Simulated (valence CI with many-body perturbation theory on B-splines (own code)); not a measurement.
The numbers below are computed, except where a source is named.
## Ti16+: magnetic and hyperfine properties of the levels

Level of theory: valence CI with perturbative core correlation (CI+MBPT): four valence electrons over a frozen Dirac-Fock core [He], a basis of 11 s, 11 p, 9 d, 7 f, 5 g, 2 h, 1 i functions for each j, with the one-electron correlation potential Σ1, the two-electron term Σ2, the three-electron term Σ3, Breit, model QED; selected CI, second order for the rest (own B-spline code, finite nucleus).

No measured spectrum was set against this ion. As an estimate, levels of excited configurations hold to 0.05 to 0.15 % of their energy, terms of the ground configuration to about 0.5 %.

A/g_I is the dipole constant over the nuclear g factor μ/I (μ in nuclear magnetons, uniformly magnetised nucleus), B/Q the quadrupole constant per barn. Both hold the static response of the core; the bare values leave it out. Large factors of s and p1/2 electrons are usually good to 5 to 10 %; those of open d and f shells near neutrality can be off by tens of per cent, and small factors of p3/2, d and f electrons come from cancelling terms and can be off by a factor of two or in sign, in half-filled shells by more. B is blank for J = 1/2, where it vanishes, and for nearly pure S terms. Energies count from the lowest level. Levels with J = 0 are left out.

Names give the largest LS component (configuration and term), which can be under half, so a name can repeat, a term be missing and a line seem to break the LS rules; names also repeat where a configuration has a term twice.

| Level | E (Ry) | g | A/g_I (MHz) | A/g_I bare | B/Q (MHz/b) | B/Q bare |
| --- | --- | --- | --- | --- | --- | --- |
| 2s²2p² ³P_1 | 0.270 | 1.499 | -1020 | 710 | 14800 | 14800 |
| 2s²2p² ³P_2 | 0.508 | 1.447 | 24100 | 25500 | -21200 | -21300 |
| 2s²2p² ¹D_2 | 1.283 | 1.048 | 25600 | 25800 | 50300 | 50600 |
| 2s2p³ ⁵S°_2 | 3.040 | 1.993 | 67200 | 68200 |  |  |
| 2s2p³ ³D°_2 | 5.276 | 1.195 | 46300 | 45900 | 29000 | 29200 |
| 2s2p³ ³D°_1 | 5.288 | 0.559 | -40800 | -39400 | 15900 | 15900 |
| 2s2p³ ³D°_3 | 5.348 | 1.331 | 70500 | 69700 | -155 | -164 |
| 2s2p³ ³P°_1 | 6.208 | 1.448 | 92800 | 91600 | -16100 | -16200 |
| 2s2p³ ³P°_2 | 6.261 | 1.461 | 71600 | 70900 | -28700 | -28900 |
| 2s2p³ ³S°_1 | 7.644 | 1.906 | -54700 | -48200 | 95.6 | 97.3 |
| 2s2p³ ¹D°_2 | 7.705 | 1.010 | 34000 | 33900 | -1030 | -1010 |
| 2s2p³ ¹P°_1 | 8.602 | 1.079 | 15200 | 16200 | 468 | 459 |
| 2p⁴ ³P_2 | 11.589 | 1.472 | 13200 | 15800 | 24300 | 24400 |
| 2p⁴ ³P_1 | 11.971 | 1.499 | -3910 | -975 | -14300 | -14300 |
| 2p⁴ ¹D_2 | 12.582 | 1.024 | 32800 | 32900 | -53300 | -53500 |
| 2s²2p3s ³P°_1 | 46.968 | 1.410 | 77400 | 76100 | -7310 | -7350 |
| 2s²2p3s ³P°_2 | 47.417 | 1.499 | 31400 | 31800 | 30500 | 30600 |
| 2s²2p3s ¹P°_1 | 47.598 | 1.085 | 6480 | 7970 | 22500 | 22600 |
| 2s²2p3p ³D_1 | 48.217 | 0.718 | 53800 | 52900 | -2750 | -2770 |
| 2s²2p3p ¹P_1 | 48.505 | 1.151 | -3490 | -3530 | 2250 | 2260 |
| 2s²2p3p ³D_2 | 48.517 | 1.176 | 24000 | 24100 | 9690 | 9730 |
| 2s²2p3p ³P_1 | 48.881 | 1.374 | 5670 | 7030 | -1660 | -1660 |
| 2s²2p3p ³D_3 | 48.894 | 1.332 | 11500 | 12200 | 38800 | 39000 |
| 2s²2p3p ³S_1 | 49.025 | 1.753 | 16400 | 17800 | 6360 | 6400 |
| 2s²2p3p ³P_2 | 49.077 | 1.433 | 19200 | 20000 | -2870 | -2870 |
| 2s²2p3p ¹D_2 | 49.481 | 1.053 | 16800 | 17000 | 30900 | 31100 |
| 2s2p²3s ⁵P_1 | 49.801 | 2.485 | 124000 | 123000 | -2960 | -2970 |
| 2s²2p3d ³F°_2 | 49.875 | 0.751 | 23900 | 23400 | 4920 | 4970 |
| 2s2p²3s ⁵P_2 | 50.000 | 1.828 | 72000 | 71500 | 30500 | 30600 |
| 2s²2p3d ³F°_3 | 50.071 | 1.104 | 14100 | 14000 | 6890 | 6970 |
| 2s²2p3d ¹D°_2 | 50.135 | 1.114 | -8300 | -8430 | -10100 | -10100 |
| 2s2p²3s ⁵P_3 | 50.228 | 1.660 | 72700 | 72400 | -30000 | -30100 |

(1) Take the isotope of mass number 49, with I = 7/2, μ = -1.1037 μN and Q = 0.247 b. What is the hyperfine structure of 2s2p³ ³D°_2?

## Answers

(1) From the table A = -14600 MHz, B = 7170 MHz. Shifts from the centre of gravity in MHz: F = 3/2: 135000, F = 5/2: 95500, F = 7/2: 41800, F = 9/2: -24300, F = 11/2: -100000.
